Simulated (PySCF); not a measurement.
Job file and geometry (Å, from GFN2-xTB) of an NMR shielding run on SMILES CC(NC)(C)[SiH2]N[SiH2]F, C₄H₁₅FN₂Si₂, PySCF 2.14.0, density-fitted response routines, GIAO PBE0/pcSseg-1 NMR shielding, non-relativistic, gas phase; density fitting, a coarse starting grid and PySCF grid level 2 are the driver's defaults:

```
$ OMP_NUM_THREADS=1 python probes_run.py task.json out

{"job": {"kind": "nmr", "xc": "PBE0", "basis": "pcSseg-1"}, "charge": 0, "multiplicity": 1}
C     -1.376468    -0.787698     1.667703
N     -1.822526    -0.004065     0.538327
C     -0.950351     0.052493    -0.632786
C     -1.660109     0.969187    -1.629567
C     -0.751460    -1.316986    -1.297643
Si     0.708960     0.895772    -0.169166
N      1.811396    -0.276480     0.489217
Si     3.379191     0.010619     1.131891
F      3.929199     1.328013     0.401736
H     -2.122147    -0.699358     2.458458
H     -0.436030    -0.378973     2.036901
H     -1.233306    -1.858995     1.455790
H     -2.743351    -0.326747     0.249727
H     -1.837627     1.940813    -1.178002
H     -2.622958     0.547865    -1.921104
H     -1.061630     1.104895    -2.525545
H     -1.713490    -1.744297    -1.588097
H     -0.138767    -1.212574    -2.189804
H     -0.257082    -2.019421    -0.629157
H      1.335164     1.438163    -1.379092
H      0.446955     1.957585     0.805891
H      1.462164    -1.211780     0.608311
H      4.264682    -1.080142     0.756866
H      3.377858     0.358804     2.546700
```

Question: What does the program print?

Answer: 
```
coarse grid: 20104 points
cycle   1  E = -948.9812172635  dE =  7.438e-01  |g| = 7.622e-01  |ddm| = 4.254e+00
cycle   2  E = -948.8991907375  dE =  8.203e-02  |g| = 1.039e+00  |ddm| = 1.428e+00
cycle   3  E = -949.0964908427  dE = -1.973e-01  |g| = 8.062e-02  |ddm| = 8.514e-01
cycle   4  E = -949.0975713538  dE = -1.081e-03  |g| = 2.982e-02  |ddm| = 8.508e-02
cycle   5  E = -949.0977611162  dE = -1.898e-04  |g| = 6.143e-03  |ddm| = 2.596e-02
cycle   6  E = -949.0977693721  dE = -8.256e-06  |g| = 1.417e-03  |ddm| = 7.715e-03
final grid: 182856 points
cycle   7  E = -949.1518542008  dE = -6.467e-05  |g| = 1.151e-02  |ddm| = 4.049e-02
cycle   8  E = -949.1518333827  dE =  2.082e-05  |g| = 1.491e-02  |ddm| = 2.419e-02
cycle   9  E = -949.1518860465  dE = -5.266e-05  |g| = 1.263e-03  |ddm| = 1.418e-02
cycle  10  E = -949.1518863739  dE = -3.274e-07  |g| = 3.189e-04  |ddm| = 1.247e-03
cycle  11  E = -949.1518863941  dE = -2.018e-08  |g| = 9.179e-05  |ddm| = 3.196e-04
cycle  12  E = -949.1518863956  dE = -1.528e-09  |g| = 3.495e-05  |ddm| = 1.026e-04
cycle  13  E = -949.1518863959  dE = -2.558e-10  |g| = 4.513e-06  |ddm| = 3.133e-05
converged SCF energy = -949.1518863959

GIAO shielding tensors (ppm)
atom      isotropic    diamagn.    paramagn.     s11        s22        s33       span
  0 C      150.528     247.831     -97.303    133.281    136.597    181.707     48.427
  1 N      200.488     319.730    -119.242    154.504    185.550    261.410    106.905
  2 C      140.315     247.941    -107.626    124.844    131.433    164.668     39.824
  3 C      156.447     248.103     -91.656    136.711    145.008    187.621     50.910
  4 C      163.757     250.343     -86.586    135.014    169.870    186.386     51.371
  5 Si     372.292     882.455    -510.162    349.996    354.716    412.165     62.169
  6 N      245.105     329.015     -83.910    200.708    244.991    289.617     88.909
  7 Si     363.222     877.758    -514.536    346.151    349.731    393.784     47.632
  8 F      373.362     467.243     -93.881    333.263    368.973    417.850     84.586
  9 H       28.796      29.375      -0.579     24.028     26.369     35.990     11.961
 10 H       29.129      32.453      -3.324     24.296     29.125     33.967      9.671
 11 H       28.944      31.837      -2.893     24.950     27.072     34.812      9.862
 12 H       32.234      35.339      -3.105     23.129     32.813     40.761     17.631
 13 H       30.268      30.931      -0.663     26.119     28.125     36.560     10.442
 14 H       30.841      31.690      -0.849     27.413     28.542     36.567      9.154
 15 H       30.580      31.083      -0.503     26.348     28.180     37.210     10.863
 16 H       31.377      32.698      -1.321     28.002     28.562     37.567      9.565
 17 H       30.526      32.368      -1.842     26.565     28.178     36.835     10.270
 18 H       29.788      33.751      -3.963     25.833     29.205     34.325      8.492
 19 H       26.913      31.966      -5.053     22.280     27.121     31.337      9.058
 20 H       26.796      31.719      -4.923     23.413     25.891     31.084      7.672
 21 H       32.064      36.611      -4.546     23.085     30.989     42.119     19.034
 22 H       26.493      27.647      -1.154     22.657     24.401     32.422      9.765
 23 H       26.302      28.052      -1.750     22.552     24.556     31.798      9.246
```

Question: Turn these shieldings into chemical shifts. Shifts are taken against calculated references (same method and geometry level): $^{13}$C (σref 186.93) and $^{29}$Si (σref 349.16) and $^{1}$H (σref 31.72) against TMS; $^{15}$N (σref 267.73) against NH3; $^{19}$F (σref 170.95) against CFCl3.

Answer: Averaging equivalent atoms: C 2: 46.6; C 0: 36.4; C 3/4: 26.8; N 1: 67.2; N 6: 22.6; Si 7: -14.1; Si 5: -23.1; F 8: -202.4; H 22/23: 5.32; H 19/20: 4.86; H 9/10/11: 2.76; H 13/14/15/16/17/18: 1.15; H 21: -0.35; H 12: -0.52 ppm. Unscaled 19F shifts against computed CFCl3 carry errors that often reach 10 to 50 ppm. Experimental scales use liquid or dissolved standards, which lie at an offset from isolated NH3 (liquid NH3: subtract about 20 ppm).

Size and cost of the density-fitted run: 242 basis functions, 110 s wall time on 1 thread of an Arm Neoverse N1, shared host; peak memory 1.1 GiB.
